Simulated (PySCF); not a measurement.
## Optical rotation: SMILES N#CC=C=C(Cl)C#N, C5HClN2

Geometry:
```
atom   x (Å)   y (Å)   z (Å)
  N1  -2.967   2.186   0.087
  C2  -2.321   1.258  -0.167
  C3  -1.551   0.100  -0.494
  C4  -0.277  -0.019  -0.198
  C5   0.997  -0.152   0.090
 Cl6   1.528  -0.846   1.587
  C7   2.025   0.262  -0.813
  N8   2.865   0.591  -1.540
  H9  -2.071  -0.714  -1.017
```

Level of theory: PySCF 2.14.0, TDDFT CAM-B3LYP/def2-TZVPD circular dichroism and optical rotation, one conformer, gas phase. Geometry: PBE0-D3(BJ)/def2-SVP.

No stereocentre is labelled: unless the shape is locked (an allene, a helicene, a hindered biaryl), the mirror image is equally populated and a measured rotation or CD is zero.

Problem. What is the specific rotation at 633, 589.3, 546, 436, 405, 365, 355 nm?

Solution. [α] in deg dm⁻¹ (g/mL)⁻¹:
| λ (nm) | origin-invariant length gauge | modified velocity gauge | length gauge (centre of mass) | isotropic polarisability (au) |
| --- | --- | --- | --- | --- |
| 633 | +27.6 | +29.4 | +25.7 | 94.0 |
| 589.3 | +33.4 | +35.4 | +31.1 | 94.6 |
| 546 | +41.2 | +43.6 | +38.5 | 95.5 |
| 436 | +82.9 | +86.3 | +77.8 | 99.2 |
| 405 | +107.9 | +111.7 | +101.5 | 101.1 |
| 365 | +164.0 | +167.8 | +155.0 | 104.5 |
| 355 | +185.9 | +189.3 | +175.9 | 105.6 |

Problem. And for the mirror image at 589.3 nm?

Solution. -33.4 deg dm⁻¹ (g/mL)⁻¹ (origin-invariant length gauge): the same size and the opposite sign.

Problem. What is the molar rotation [Φ] = [α]·M/100 of the geometry above at 589.3 nm?

Solution. With M = 124.53 g/mol, +41.6 deg cm² dmol⁻¹ (origin-invariant length gauge).

The first excitation lies at 4.37 eV (283 nm) with R = +0.3 × 10⁻⁴⁰ esu² cm² (velocity form).
